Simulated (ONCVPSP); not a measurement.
Logarithmic derivatives: lutetium (Lu), ONCV

```
Element                 : lutetium
Generator               : ONCVPSP 4.0.1
Type                    : optimised norm-conserving Vanderbilt (ONCV)
Functional              : PBE
Relativity              : fully relativistic
Frozen core             : [Kr] 4d10
Valence charge          : 25
Reference configuration : 4f14 5s2 5p6 5d1 6s2
Partial waves           : 5s+6s: rc 1.85 bohr, ncon 4, nbas 7, qcut 6.5 1/bohr, 2 projectors; 5p: rc 1.75 bohr, ncon 4, nbas 7, qcut 5.7 1/bohr, 1 projector; 5d: rc 2.55 bohr, ncon 3, nbas 8, qcut 3.8 1/bohr, 2 projectors, debl 2.3 Ha; 4f: rc 0.65 bohr, ncon 4, nbas 8, qcut 24.2 1/bohr, 1 projector
Local potential         : polynomial inside 0.45 bohr (lpopt 5, dvloc0 6 Ha)
Core correction         : Teter function fitted to the true core (icmod 2), fcfact 0.6
```

Open shells are filled in proportion to 2j + 1.

The phase is arctan(r·R′/R) of the radial function R(r), unwrapped; energies in Ha, scanned from -4 to 5 Ha. A pole is an energy at which the radial function vanishes at the test radius. The pseudo phase is shifted by a multiple of π to meet the all-electron one at the reference energy, and phase errors are pseudo minus all-electron; the curves can meet again beyond the range given. Levels narrower than the energy grid can be missing from the lists of poles. Where the grid stepped over a known ghost or core level, its pole and its step of π were put in at the level’s energy.

**Question.** For each channel, where are the poles, and over which energies does the pseudopotential scatter like the atom?

**Answer.**

| channel | radius (bohr) | reference energy (Ha) | poles, all-electron | poles, pseudo | unbroken range about the reference energy with phases within 0.05 rad | phase error 1 Ha above the reference energy (rad) |
| --- | --- | --- | --- | --- | --- | --- |
| s | 1.88 | -0.17 | -1.87 | -1.88, -1.83 | above -1.8 | +0.002 |
| p3/2 | 1.77 | -1.09 | -0.03 | -0.08, 3.33 | below 0.8 | -0.009 |
| p1/2 | 1.77 | -1.34 | -0.53 | -0.55, 3.86 | below 0.7 | -0.008 |
| d5/2 | 2.59 | -0.06 | 0.47, 3.94 | 0.47, 4.10 | the whole range | +0.005 |
| d3/2 | 2.59 | -0.07 | 0.42, 3.86 | 0.42, 4.02 | below 4.9 | +0.006 |
| f7/2 | 0.66 | -0.33 | none | none | the whole range | +0.001 |
| f5/2 | 0.66 | -0.38 | none | none | the whole range | +0.001 |

Note: ghosts flagged at negative energy: s at -1522.6 eV, s at -49.7 eV, p3/2 at -847.8 eV, d5/2 at -269.4 eV, p1/2 at -791.2 eV and 2 more; GHOST(+) flagged for d5/2 at 254.6 eV. A true bound ghost makes a file unfit for plane-wave use.

Phases in the f7/2 channel:

| E (Ha) | all-electron | pseudo |
| --- | --- | --- |
| -3.98 | 0.002 | 0.008 |
| -3.74 | -0.078 | -0.073 |
| -3.50 | -0.159 | -0.155 |
| -3.26 | -0.242 | -0.238 |
| -3.02 | -0.324 | -0.321 |
| -2.78 | -0.404 | -0.402 |
| -2.54 | -0.482 | -0.480 |
| -2.30 | -0.557 | -0.556 |
| -2.06 | -0.629 | -0.628 |
| -1.82 | -0.696 | -0.695 |
| -1.58 | -0.759 | -0.759 |
| -1.34 | -0.818 | -0.818 |
| -1.10 | -0.873 | -0.873 |
| -0.86 | -0.923 | -0.923 |
| -0.62 | -0.970 | -0.970 |
| -0.38 | -1.014 | -1.014 |
| -0.14 | -1.054 | -1.054 |
| 0.10 | -1.091 | -1.091 |
| 0.34 | -1.126 | -1.125 |
| 0.58 | -1.158 | -1.157 |
| 0.82 | -1.188 | -1.187 |
| 1.06 | -1.215 | -1.214 |
| 1.30 | -1.241 | -1.240 |
| 1.54 | -1.265 | -1.264 |
| 1.78 | -1.288 | -1.286 |
| 2.02 | -1.309 | -1.307 |
| 2.26 | -1.329 | -1.327 |
| 2.50 | -1.348 | -1.346 |
| 2.74 | -1.366 | -1.363 |
| 2.98 | -1.383 | -1.380 |
| 3.22 | -1.399 | -1.396 |
| 3.46 | -1.414 | -1.411 |
| 3.70 | -1.429 | -1.425 |
| 3.94 | -1.442 | -1.438 |
| 4.18 | -1.456 | -1.451 |
| 4.42 | -1.468 | -1.464 |
| 4.66 | -1.481 | -1.476 |
| 4.90 | -1.492 | -1.487 |
